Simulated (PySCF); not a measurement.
Compound: C9H10.
Bonds: C1–C2 (double), C2–C3, C2–C4, C4–C5 (aromatic), C5–C6 (aromatic), C6–C7 (aromatic), C7–C8 (aromatic), C8–C9 (aromatic), C4–C9 (aromatic). Hydrogens: H10, H11 on C1; H12, H13, H14 on C3; H15 on C5; H16 on C6; H17 on C7; H18 on C8; H19 on C9.

The calculation used PBE0-D3(BJ)/def2-SVP geometry optimisation, gas phase (PySCF 2.14.0).

Q: List the bond lengths, angles and torsions at this level.

A: 
```tsv
bond	length (Å)	order
C1=C2	1.343	double
C2–C3	1.502	single
C2–C4	1.484	single
C4–C5, C4–C9	1.404	aromatic
C5–C6, C8–C9	1.392	aromatic
C6–C7, C7–C8	1.394	aromatic
C1–H10	1.093	single
C1–H11	1.092	single
C3–H12, C3–H13, C3–H14	1.101	single
C5–H15, C9–H19	1.092	single
C6–H16, C8–H18	1.093	single
C7–H17	1.093	single
```

Bonds in one row agree within 0.01 Å and their mean is given. Orders are formal, as drawn. A selection of angles:
```tsv
angle	degrees
C1–C2–C3	120.7
C1–C2–C4	121.7
C3–C2–C4	117.6
C2–C4–C5	121.0
C5–C4–C9	117.7
C4–C5–C6	121.2
C5–C6–C7	120.3
C6–C7–C8	119.3
```

Dihedral angles: C1–C2–C4–C5 -154° (antiperiplanar). The mirror-image conformer, all signs reversed, is as good.

The 6-membered ring C4–C5–C6–C7–C8–C9 has internal angles of 117.7° to 121.2° (sum 720°, against 720° for a flat polygon); it is planar, 0.00 Å rms from its mean plane, widest ring torsion 1°. The C–C distances run from 1.343 Å (C1=C2, drawn double) to 1.502 Å (C2–C3, drawn single), a spread of 0.159 Å. Of the pairs four or more bonds apart, C3···H15 is among the closest relative to their van der Waals radii: 2.62 Å, 90 % of the sum of Bondi's values.

No PBE0-D3(BJ)/def2-SVP frequencies stand behind this structure, so it isn't proved a minimum. The numbers are those of one conformer.
